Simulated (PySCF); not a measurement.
**Ionisation energy of Cu⁷⁺ by level of theory**

Cu⁷⁺ [Ar] 3d4 [3d3/2^4, M_J = 0] → Cu⁸⁺ [Ar] 3d3 [3d3/2^3, M_J = 3/2], as a difference of total energies. All numbers are calculated (PySCF 2.14, the two-component X2C-1e Hamiltonian, in an even-tempered Gaussian basis (18 s from 0.34 bohr⁻², ratio 2.8; 13 p from 0.45 bohr⁻², ratio 2.8; 9 d from 0.45 bohr⁻², ratio 2.8; 4 f from 2 bohr⁻², ratio 3)). Correlated levels: [Ne] frozen; the 88 highest virtual spinors dropped. "Screened" scales the spin-orbit matrix elements by Boettger's factors to mimic the two-electron term; Breit and QED terms are absent.

| method | ionisation energy (eV) |
| --- | --- |
| GHF (screened spin-orbit) | 166.28 |
| GMP2 (screened spin-orbit) | 167.03 |

Question: How much does correlation contribute at GMP2 (screened spin-orbit)?

Answer: 167.03 − (166.28) = 0.75 eV, measured against GHF (screened spin-orbit).

The labels give the starting determinants; with spin-orbit coupling the two ends relaxed to ⟨J²⟩ = 3.81, ⟨L²⟩ = 5.99, ⟨S²⟩ = 5.99 and ⟨J²⟩ = 6.49, ⟨L²⟩ = 11.98, ⟨S²⟩ = 3.74.

The determinant of Cu⁷⁺ and of Cu⁸⁺ mixes levels of different J (the jj label is only the starting occupation), so the difference between spin-free and spin-orbit rows is not the physical spin-orbit shift.

For comparison: 166 ± 2.1 eV (theoretical estimate listed by NIST; NIST Atomic Spectra Database, ionization energies).
